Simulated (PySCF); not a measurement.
**Removing an electron from `CO[Si@H](N)[SiH3]`**

CH9NOSi2.
Geometry (PBE0-D3(BJ)/def2-SVP, Å), atoms numbered from 1 in this order:
```
atom  x, y, z in Å
C1    -2.234   -0.547   -0.185
O2    -0.846   -0.720   -0.224
Si3    0.206    0.067    0.814
N4     0.200    1.788    0.722
Si5    2.304   -0.742    0.181
H6    -2.524    0.511   -0.324
H7    -2.693   -1.134   -0.995
H8    -2.667   -0.893    0.773
H9    -0.187   -0.245    2.226
H10   -0.427    2.356    1.279
H11    0.529    2.282   -0.098
H12    2.679   -0.181   -1.155
H13    2.315   -2.234    0.088
H14    3.344   -0.319    1.170
```

Level: wB97X-D/def2-SVPD (PySCF). Frontier orbitals with their largest atomic shares (Löwdin; up to four atoms above 4 %):

| orbital | ε (eV) | main atoms |
| --- | --- | --- |
| HOMO−3 | -11.10 | O2 34 %, C1 18 %, N4 12 %, Si3 10 % |
| HOMO−2 | -10.18 | O2 48 %, C1 13 %, Si3 10 %, Si5 7 % |
| HOMO−1 | -10.00 | O2 22 %, N4 21 %, Si3 18 %, Si5 13 % |
| HOMO | -9.47 | ? |
| LUMO | 1.72 | Si3 25 %, Si5 18 %, N4 10 %, H10 9 % |
| LUMO+1 | 2.21 | Si5 44 %, Si3 16 %, H12 12 %, H13 8 % |
| LUMO+2 | 2.41 | Si5 36 %, Si3 16 %, H14 14 %, O2 12 % |

Task: What vertical ionisation energy does ΔSCF give, and how far is −ε(HOMO) from it?

Result: ΔSCF: 9.65 eV (931 kJ/mol; threshold wavelength 129 nm); ⟨S²⟩ of the doublet left behind is 0.760, against 0.75 for a pure doublet. −ε(HOMO) is 9.47 eV, 0.18 eV below it. In exact Kohn–Sham theory the two would be equal; wB97X-D (range-separated hybrid) comes within 0.18 eV of that here.

Task: On which atoms does the HOMO lie?

Result: N4 (silicon-bound nitrogen) 41 %, O2 (silyl ether oxygen) 14 %, Si3 (oxygen-bound silicon) 13 %, Si5 (SiH3 silicon) 13 %. The HOMO−1 lies 0.53 eV lower.

Task: Shift the occupied levels rigidly so that −ε(HOMO) equals the ΔSCF value. What binding energies result?

Result: The shift is +0.18 eV: HOMO 9.65, HOMO−1 10.18, HOMO−2 10.36, HOMO−3 11.28 eV. A rigid shift is only a rough guide to the deeper ionisations.

Task: With α = 82.4 au, estimate the like-pair dispersion coefficient by London's formula C6 = (3/4)α²I.

Result: I = 0.3546 Eh, so C6 ≈ 1810 au, a rough estimate.

Task: What kinetic energy would electrons from this vertical process carry with He I light (21.218 eV)?

Result: 21.22 − 9.65 = 11.57 eV.

Task: What total energies stand behind the ΔSCF value?

Result: E(N) = -752.17660 Eh and E(N − 1) = -751.82202 Eh at the same geometry, 0.35458 Eh apart.

Geometry: PBE0-D3(BJ)/def2-SVP, one conformer, isolated molecule.

wB97X-D is run here without its empirical dispersion term; that term would change no orbital, density or response property at a fixed geometry.
